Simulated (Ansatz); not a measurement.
Total energies of TcO3(OH) (TcO₄H) from Ansatz at r2SCAN-D4/def2-TZVPD, gas phase (1 Eh = 27.2114 eV = 2625.5 kJ/mol). The reference geometry is relaxed at PBE0-D4/def2-SVP.

```xyz
6

Tc    0.3576   -0.1185    0.2409
O    -0.0013   -1.6925    0.6385
O     1.9353    0.0049   -0.2617
O     0.0899    0.8432    1.5706
O    -0.7126    0.4382   -1.1546
H    -1.6688    0.5247   -1.0337
```

| state | geometry | energy (Eh) |
| --- | --- | --- |
| charge 0 singlet | reference | -382.47313 |
| charge -1 doublet | reference | -382.51344 |
| free Tc atom (sextet) | – | -80.74707 |
| free O atom (triplet) | – | -75.05928 |
| free H atom (doublet) | – | -0.49993 |

In the def2 sets Tc takes a core potential; there is no spin–orbit coupling.

(1) Work out the vertical electron affinity, to the doublet.

(2) What is the binding energy per atom against free atoms?

(1) E(charge 0 singlet) − E(charge -1 doublet) = -382.47313 − (-382.51344) = 0.04031 Eh = 1.10 eV.

(2) Atoms: 1 × (-80.74707) + 4 × (-75.05928) + 1 × (-0.49993) = -381.48412 Eh. Binding: -381.48412 − (-382.47313) = 0.98901 Eh = 26.91 eV, or 4.49 eV for each of 6 atoms (no zero-point energy, no counterpoise term).

The restricted singlet is unstable towards broken spin symmetry in Hartree–Fock (as tested in another run); at r2SCAN-D4/def2-TZVPD this wasn't settled. At r2SCAN-D4/def2-TZVPD the highest occupied level of the charge -1 doublet lies above zero (up to 2.03 eV). By energy differences its removal costs 1.10 eV (vertical, to the charge 0 singlet, at r2SCAN-D4/def2-TZVPD); a positive level beside a positive removal energy at the same level points to self-interaction error.
